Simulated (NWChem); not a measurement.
System meant: NiHOCl, triplet; SMILES [OH][Ni][Cl]

The following NWChem deck was run.

```
start job
memory heap 200 mb stack 900 mb global 1100 mb
geometry units angstroms noautoz
  Ni     0.152232     0.396056    -0.032574
  Cl    -0.121521    -1.669352     0.026065
  O      0.144342     2.097775    -0.030830
  H     -0.436920     2.849725     0.094629
end
basis spherical
  Ni library def2-svp
  Cl library def2-svp
  O library def2-svp
  H library def2-svp
end
dft
  odft
  mult 3
  xc pbe0
  iterations 4
  mulliken
end
task dft energy
```

End of the output:

```
     --------------------------
     Expectation value of S2:
     --------------------------
      <S2> =      2.0070 (Exact =     2.0000)

 center of mass
 --------------
 x =   0.01395552 y =  -0.06395484 z =   0.00000000

 moments of inertia (a.u.)
 ------------------
         665.046909395351           0.000000000000           0.000000000000
           0.000000000000           3.456671508600           0.000000000000
           0.000000000000           0.000000000000         668.503580903951

     Multipole analysis of the density
     ---------------------------------

     L   x y z        total         alpha         beta         nuclear
     -   - - -        -----         -----         ----         -------
     0   0 0 0     -0.000000    -28.000000    -26.000000     54.000000

     1   1 0 0      1.050526      0.477120      0.573406      0.000000
     1   0 1 0     -1.599763     -1.989659      0.389896     -0.000000
     1   0 0 1      0.000000      0.000000     -0.000000      0.000000

     2   2 0 0    -34.724774    -19.726471    -17.634135      2.635832
     2   1 1 0      4.493572      4.514241      3.772770     -3.793438
     2   1 0 1      0.000000      0.000000     -0.000000      0.000000
     2   0 2 0    -57.741927   -205.357566   -193.078106    340.693744
     2   0 1 1     -0.000000      0.000000     -0.000000      0.000000
     2   0 0 2    -33.243150    -17.584484    -15.658667      0.000000

 ------------------------------------------------------------------------
 dft energy failed                                                                                  0
 ------------------------------------------------------------------------
 ------------------------------------------------------------------------
  current input line :
    22: task dft energy
 ------------------------------------------------------------------------
 ------------------------------------------------------------------------
 This type of error is most commonly associated with calculations not reaching convergence criteria
 ------------------------------------------------------------------------
 For more information see the NWChem manual at https://nwchemgit.github.io

0:dft energy failed:Received an Error in Communication
```

Question: Can this run be used? If not, why, and what is the fix?

Answer: Convergence was not reached. Cause: the SCF was allowed too few iterations. This input runs:
```
start job
memory heap 200 mb stack 900 mb global 1100 mb
geometry units angstroms noautoz
  Ni     0.152232     0.396056    -0.032574
  Cl    -0.121521    -1.669352     0.026065
  O      0.144342     2.097775    -0.030830
  H     -0.436920     2.849725     0.094629
end
basis spherical
  Ni library def2-svp
  Cl library def2-svp
  O library def2-svp
  H library def2-svp
end
dft
  odft
  mult 3
  xc pbe0
  iterations 150
  convergence damp 70 ncydp 30 lshift 0.3 ncysh 40
  mulliken
end
task dft energy
```
It converges to -2043.51583 Ha (PBE0/def2-SVP, spin-unrestricted).
